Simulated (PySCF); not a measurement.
Species: C₆H₉N (charge +1 and doublet state).
Structure used (GFN2-xTB), in Å, numbered top down from 1:
```xyz
16
C6H9N angstrom
C      3.188   -0.275   -0.438
C      2.210    0.670   -0.314
N      0.945    0.389   -0.229
C     -0.250    0.142   -0.104
C     -1.395   -0.018   -1.063
C     -2.348   -0.259    0.119
C     -1.154   -0.101    1.073
H      4.220    0.020   -0.503
H      2.958   -1.327   -0.472
H      2.455    1.728   -0.288
H     -1.259   -0.858   -1.743
H     -1.580    0.883   -1.646
H     -2.810   -1.241    0.134
H     -3.117    0.499    0.234
H     -0.878   -0.992    1.635
H     -1.193    0.750    1.752
```

The hyperfine couplings belong to this conformer and change with its torsions.

Identity: `[CH2+][CH]N=C1CCC1` [radical] (charge +1).

Method used: UKS B3LYP, pcH-1 on C H N, non-relativistic, mean-field spin-orbit, GIAO in PySCF. Isolated species at its GFN2-xTB geometry (one conformer only). The geometry wasn't refined by DFT: couplings that depend on bond lengths, twists or pyramidal angles can differ widely from those at the functional's own minimum, by a factor of two or more for some ions and for spin on atoms past the first row. The SCF solution wasn't tested for stability.

(1) Break the g tensor into its mass correction, gauge correction and orbital-Zeeman/spin–orbit terms.

(2) How much does each term add to the isotropic shift?

(3) What effective moment and Curie constant follow for a powder?

(4) In a frozen sample, at which fields do the three g values resonate at 9.5, 34, 94 and 263 GHz (hyperfine left aside), and which band first spreads them over more than twice a line width of 0.3 mT?

Answers

(1) 
```tsv
Δg (ppm)	1	2	3
relativistic mass correction	-187	-187	-187
gauge correction	43	5	40
orbital Zeeman/spin–orbit	-270	67	1021
total	-414	-115	873
```

So g = 2.00191, 2.00220, 2.00319 and g_iso = 2.00243; the tensor is rhombic: the two nearest values differ by 23 % of g3 − g1. Axes: g1 points within 3° of the C1–H8 bond.

(2) The orbital-Zeeman/spin–orbit term 273, the mass correction -187 and the gauge correction 29 ppm, for a total of 115 ppm. The orbital-Zeeman/spin–orbit term is the largest in size. The mass correction is the same along every axis, so the anisotropy comes from the other two: their spans along these axes are 38 (gauge) and 1291 ppm (orbital Zeeman/spin–orbit).

(3) With the mean of g² = 4.0097 and S(S+1) = 0.75: μ_eff = √(⟨g²⟩S(S+1)) = 1.734 μB and χT = 0.12505·⟨g²⟩·S(S+1) = 0.376 cm³ K/mol (cgs; spin-Hamiltonian part alone).

(4) 
```tsv
band	GHz	B(g3) mT	B(g2) mT	B(g1) mT	spread mT
X	9.5	338.84	339.00	339.05	0.22
Q	34.0	1212.68	1213.27	1213.46	0.78
W	94.0	3352.69	3354.35	3354.85	2.16
J	263.0	9380.40	9385.03	9386.44	6.03
```

The spread grows in proportion to the frequency. Q band is the first where it exceeds 0.6 mT.

The largest Mulliken spin populations are on C1 (+0.68), N3 (+0.43), C2 (-0.12) and C7 (+0.07). The angles at C1 add up to 360.0°, so it is planar; its axial dipolar tensor and the negative couplings of its protons fit spin in a p orbital normal to that plane.

The HOMO–LUMO gaps are 5.70 eV among the α and 4.62 eV among the β orbitals.

The SMILES draws the unpaired electron on C2; the largest computed Mulliken spin population is on C1 (0.68 against -0.12).
